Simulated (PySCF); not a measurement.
Isomers of C2H8O3Si3.

All values: wB97X-D/def2-SVPD (PySCF) at GFN2-xTB geometries, gas phase, one conformer each. Core orbitals are frozen in the response; Δα² is half the sum of the squared differences of the principal polarisabilities.

(1) Rank by dipole moment, lowest first.
A. `[O:1]=[C:2]([OH:3])[Si@@H:4]1[CH2:5][SiH2:6][SiH2:7][O:8]1` with O1–C2–O3–H -1°, O1–C2–Si4–C5 -116°, C2–Si4–C5–Si6 -95°, Si4–C5–Si6–Si7 -15°, C5–Si6–Si7–O8 7°, Si6–Si7–O8–Si4 6°
B. `[CH:1]#[C:2][Si@@:3]([OH:4])([O:5][SiH3:6])[SiH2:7][OH:8]` with C2–Si3–O4–H 65°, C2–Si3–O5–Si6 89°, C2–Si3–Si7–O8 65°, Si3–Si7–O8–H 50°
C. `[CH:1]#[C:2][Si@@H:3]([O:4][SiH3:5])[O:6][SiH2:7][OH:8]` with C2–Si3–O4–Si5 102°, C2–Si3–O6–Si7 -89°, Si3–O6–Si7–O8 -14°, O6–Si7–O8–H 179°
D. `[SiH3:1][O:2][C:3]1=[CH:4][O:5][SiH2:6][SiH2:7][O:8]1` with Si1–O2–C3–C4 -179°, C3–C4–O5–Si6 11°, C4–O5–Si6–Si7 -24°, O5–Si6–Si7–O8 27°, Si6–Si7–O8–C3 -28°
E. `[CH:1]#[C:2][SiH2:3][O:4][Si@H:5]([OH:6])[O:7][SiH3:8]` with C2–Si3–O4–Si5 18°, Si3–O4–Si5–O6 153°, O4–Si5–O6–H -68°, O4–Si5–O7–Si8 -35°
F. `[OH:1][Si:2]([OH:3])([C:4]#[C:5][SiH3:6])[O:7][SiH3:8]` with H–O1–Si2–O3 32°, O1–Si2–O3–H 167°, O1–Si2–O7–Si8 53°

(2) Rank by HOMO–LUMO gap, highest first.
A. `[CH:1]#[C:2][SiH2:3][O:4][Si@H:5]([OH:6])[O:7][SiH3:8]` with C2–Si3–O4–Si5 18°, Si3–O4–Si5–O6 153°, O4–Si5–O6–H -68°, O4–Si5–O7–Si8 -35°
B. `[CH:1]#[C:2][Si@@H:3]([O:4][SiH3:5])[O:6][SiH2:7][OH:8]` with C2–Si3–O4–Si5 102°, C2–Si3–O6–Si7 -89°, Si3–O6–Si7–O8 -14°, O6–Si7–O8–H 179°
C. `[CH:1]#[C:2][Si@@:3]([OH:4])([O:5][SiH3:6])[SiH2:7][OH:8]` with C2–Si3–O4–H 65°, C2–Si3–O5–Si6 89°, C2–Si3–Si7–O8 65°, Si3–Si7–O8–H 50°
D. `[SiH3:1][O:2][C:3]1=[CH:4][O:5][SiH2:6][SiH2:7][O:8]1` with Si1–O2–C3–C4 -179°, C3–C4–O5–Si6 11°, C4–O5–Si6–Si7 -24°, O5–Si6–Si7–O8 27°, Si6–Si7–O8–C3 -28°

## Answers

(1) F (1.11 D), B (1.76 D), E (1.93 D), D (2.13 D), C (2.29 D), A (2.58 D).

(2) B (11.79 eV), A (11.39 eV), C (10.58 eV), D (8.24 eV).

All values together:

| SMILES | μ (D) | HOMO (eV) | LUMO (eV) | α (Å³) | Δα (Å³) |
| --- | --- | --- | --- | --- | --- |
| C#C[Si@@](O)(O[SiH3])[SiH2]O | 1.76 | -9.74 | 0.83 | 15.86 | 3.52 |
| [SiH3]OC1=CO[SiH2][SiH2]O1 | 2.13 | -7.61 | 0.62 | 16.00 | 5.62 |
| C#C[Si@@H](O[SiH3])O[SiH2]O | 2.29 | -10.22 | 1.57 | 14.99 | 3.18 |
| O=C(O)[Si@@H]1C[SiH2][SiH2]O1 | 2.58 | -9.60 | 0.94 | 15.88 | 2.89 |
| C#C[SiH2]O[Si@H](O)O[SiH3] | 1.93 | -10.34 | 1.05 | 14.88 | 3.47 |
| O[Si](O)(C#C[SiH3])O[SiH3] | 1.11 | -10.10 | 1.23 | 16.00 | 6.44 |

Conformers: `[CH:1]#[C:2][Si@@:3]([OH:4])([O:5][SiH3:6])[SiH2:7][OH:8]` with C2–Si3–O4–H 65°, C2–Si3–O5–Si6 89°, C2–Si3–Si7–O8 65°, Si3–Si7–O8–H 50°; `[SiH3:1][O:2][C:3]1=[CH:4][O:5][SiH2:6][SiH2:7][O:8]1` with Si1–O2–C3–C4 -179°, C3–C4–O5–Si6 11°, C4–O5–Si6–Si7 -24°, O5–Si6–Si7–O8 27°, Si6–Si7–O8–C3 -28°; `[CH:1]#[C:2][Si@@H:3]([O:4][SiH3:5])[O:6][SiH2:7][OH:8]` with C2–Si3–O4–Si5 102°, C2–Si3–O6–Si7 -89°, Si3–O6–Si7–O8 -14°, O6–Si7–O8–H 179°; `[O:1]=[C:2]([OH:3])[Si@@H:4]1[CH2:5][SiH2:6][SiH2:7][O:8]1` with O1–C2–O3–H -1°, O1–C2–Si4–C5 -116°, C2–Si4–C5–Si6 -95°, Si4–C5–Si6–Si7 -15°, C5–Si6–Si7–O8 7°, Si6–Si7–O8–Si4 6°; `[CH:1]#[C:2][SiH2:3][O:4][Si@H:5]([OH:6])[O:7][SiH3:8]` with C2–Si3–O4–Si5 18°, Si3–O4–Si5–O6 153°, O4–Si5–O6–H -68°, O4–Si5–O7–Si8 -35°; `[OH:1][Si:2]([OH:3])([C:4]#[C:5][SiH3:6])[O:7][SiH3:8]` with H–O1–Si2–O3 32°, O1–Si2–O3–H 167°, O1–Si2–O7–Si8 53°.
